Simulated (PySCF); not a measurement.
Species: C9H12O2.
Atom-mapped SMILES: `[CH3:1][CH2:2][CH2:3][C:4]1([C:5]#[C:6][C:7](=[O:8])[OH:9])[CH2:10][CH2:11]1` (hydrogens: H12, H13, H14 on C1; H15, H16 on C2; H17, H18 on C3; H19 on O9; H20, H21 on C10; H22, H23 on C11)

Method used: PBE0-D3(BJ)/def2-SVP geometry optimisation, gas phase (PySCF 2.14.0).

What internal coordinates does the optimisation give?

```
                  bond  length (Å)
                 C1–C2       1.520
                 C2–C3       1.522
                 C3–C4       1.519
                 C4–C5       1.436
                 C5≡C6       1.216
                 C6–C7       1.443
                 C7=O8       1.204
                 C7–O9       1.340
        C4–C10, C4–C11       1.518
               C10–C11       1.489
C1–H12, C1–H13, C1–H14       1.101
        C2–H15, C2–H16       1.103
        C3–H17, C3–H18       1.104
                O9–H19       0.970
      C10–H20, C11–H22       1.093
      C10–H21, C11–H23       1.092
```

Bonds in one row agree within 0.01 Å and their mean is given. A selection of angles:
```
      angle  degrees
  C2–C1–H12    111.2
 H12–C1–H13    107.5
   C1–C2–C3    113.0
  C1–C2–H15    110.0
  C3–C2–H15    109.0
 H15–C2–H16    105.9
   C2–C3–C4    113.7
  C2–C3–H17    109.9
  C4–C3–H17    108.1
  C4–C3–H18    108.9
 H17–C3–H18    106.2
   C3–C4–C5    115.7
  C3–C4–C10    118.8
  C3–C4–C11    118.3
  C5–C4–C10    116.8
 C10–C4–C11     58.7
   C4–C5–C6    178.9
   C5–C6–C7    176.8
   C6–C7–O8    124.6
   C6–C7–O9    112.2
   O8–C7–O9    123.2
  C7–O9–H19    105.9
 C4–C10–C11     60.7
 C4–C10–H20    116.1
 C4–C10–H21    117.4
C11–C10–H20    118.7
C11–C10–H21    118.4
H20–C10–H21    114.9
C10–C11–H23    118.5
```

Torsions: C1–C2–C3–C4 180° (antiperiplanar); C2–C3–C4–C5 -61° (synclinal); C3–C4–C10–C11 -107° (anticlinal); C3–C4–C11–C10 108° (anticlinal); H19–O9–C7–C6 180° (antiperiplanar). The mirror-image conformer, all signs reversed, is as good.

The C–O distances run from 1.204 Å (C7=O8, drawn double) to 1.340 Å (C7–O9, drawn single), a spread of 0.136 Å. Of the pairs four or more bonds apart, C5···H16 is among the closest relative to their van der Waals radii: 2.74 Å, 95 % of the sum of Bondi's values. The 9 C–C bonds span 1.216 Å (C5≡C6, drawn triple) to 1.522 Å (C2–C3, drawn single), a spread of 0.306 Å. The 3-membered ring C4–C10–C11 has internal angles of 58.7° to 60.7°.

Point group: C1 (no symmetry element, even within 0.4 Å). Whether it is a minimum is left open (no frequencies). One conformer, not necessarily the lowest (C1–C2–C3–C4 180°, C2–C3–C4–C5 -61°, C6–C7–O9–H 180°).
